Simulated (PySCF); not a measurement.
Compound: C7H13PS.
Numbering: `[CH3:1][P:2]([CH3:3])(=[S:4])[C:5]1=[CH:6][CH2:7][CH2:8][CH2:9]1`

Cartesian coordinates in Å at the GFN2-xTB level; atoms count from 1:
```
atom  x, y, z in Å
C1    -2.1710    1.2909   -0.5049
P2    -1.4547    0.1677    0.7654
C3    -2.1347   -1.4783    0.3020
S4    -1.8256    0.7047    2.5897
C5     0.3003    0.0683    0.3339
C6     1.2707    0.4548    1.1564
C7     2.6245    0.2606    0.5534
C8     2.3161   -0.0128   -0.9290
C9     0.8495   -0.4742   -0.9602
H10   -3.2450    1.3497   -0.3317
H11   -1.7394    2.2812   -0.3652
H12   -1.9756    0.9379   -1.5144
H13   -1.7056   -2.2258    0.9682
H14   -3.2129   -1.4505    0.4565
H15   -1.9135   -1.7286   -0.7330
H16    1.1217    0.8423    2.1499
H17    3.1163   -0.5932    1.0279
H18    3.2678    1.1298    0.6917
H19    2.4173    0.9134   -1.4964
H20    2.9884   -0.7511   -1.3623
H21    0.7770   -1.5656   -0.9620
H22    0.3178   -0.1016   -1.8364
```

NICS = −σ at a ghost point: NICS(0) at the centroid of the ring atoms, NICS(1) 1 Å to either side along the normal of their mean plane, zz for the tensor component along that normal. Level: GIAO PBE0/pcSseg-1 (PySCF, non-relativistic, gas phase) on the GFN2-xTB geometry, one conformer.

Ring bond lengths (Å), with Mayer bond orders in brackets: C5–C6 1.329 (1.86), C6–C7 1.495 (1.03), C7–C8 1.539 (1.04), C8–C9 1.538 (1.03), C9–C5 1.507 (0.98).

**Question.** Give the NICS values of each ring in ppm.

**Answer.** 
```csv
ring,type,NICS(0),"NICS(1), two faces","NICS(1)zz, two faces",rms pucker (Å),"centre to ring atoms, mean (Å)"
C5–C6–C7–C8–C9,"5-membered carbocycle; formal bonds 1 double, 4 single",-1.8,-3.8 / -2.6,-2.4 / -1.3,0.10,1.25
```

**Question.** What do they say, and how far can they be read as aromaticity?

**Answer.** 
- C5–C6–C7–C8–C9: mean NICS(1)zz -1.9 ppm, near zero. C7, C8, C9 have four or more neighbours, and the NICS criterion for π rings isn't applied.

**Question.** What field does 1 T along the ring normal induce along that normal at the first NICS(1) probe listed for ring C5–C6–C7–C8–C9, 1 Å off the ring?

**Answer.** NICSzz × B0 = -2.4 ppm × 1 T = -2 μT, against the applied field.

**Question.** List the ring angles and the Hirshfeld charges of the ring atoms.

**Answer.** 
- C5–C6–C7–C8–C9: C5 111.7° (-0.060 e), C6 111.9° (-0.027 e), C7 103.3° (-0.066 e), C8 105.3° (-0.062 e), C9 102.8° (-0.071 e); sum 535.1° against 540° for a flat convex ring.

**Question.** How shielded are the nuclei of the rings and their hydrogens (means over atoms taken as equivalent)?

**Answer.** 
| atoms | environment | σ isotropic (ppm) | principal values of the symmetric part, first atom (ppm) |
| --- | --- | --- | --- |
| C5 | fully substituted alkene carbon | 39.1 | -63.1, 58.0, 122.5 |
| C6 | alkene CH carbon | 27.1 | -82.7, 23.1, 141.0 |
| C7 | allylic carbon | 149.3 | 127.9, 150.2, 169.7 |
| C8 | ring CH2 carbon | 157.7 | 125.3, 171.9, 175.7 |
| C9 | allylic carbon | 150.6 | 126.7, 154.0, 171.0 |
| H16 | vinylic hydrogen | 24.55 | 21.3, 22.6, 29.7 |
| H17 (×2) | methylene hydrogen | 29.12 | 24.9, 26.9, 35.5 |
| H19 (×2) | methylene hydrogen | 29.59 | 24.4, 28.3, 36.3 |
| H21 (×2) | methylene hydrogen | 29.33 | 23.9, 29.7, 34.2 |
